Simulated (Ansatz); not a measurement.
Total energies of (ZnO)2 ring (Zn₂O₂) from Ansatz at PBE0-D4/def2-TZVPD, gas phase (1 Eh = 27.2114 eV = 2625.5 kJ/mol). The reference geometry is relaxed at r2SCAN-D4/def2-SVP.

```
                 state   geometry  energy (Eh)
      charge 0 singlet  reference  -3708.58485
     charge -1 doublet  reference  -3708.65280
free Zn atom (singlet)          –  -1779.14427
 free O atom (triplet)          –    -75.01925
```

Q: Work out the vertical electron affinity, to the doublet.

A: E(charge 0 singlet) − E(charge -1 doublet) = -3708.58485 − (-3708.65280) = 0.06795 Eh = 1.85 eV.

Q: What is the binding energy per atom against free atoms?

A: Atoms: 2 × (-1779.14427) + 2 × (-75.01925) = -3708.32704 Eh. Binding: -3708.32704 − (-3708.58485) = 0.25781 Eh = 7.02 eV, or 1.75 eV for each of 4 atoms (no zero-point energy, no counterpoise term).
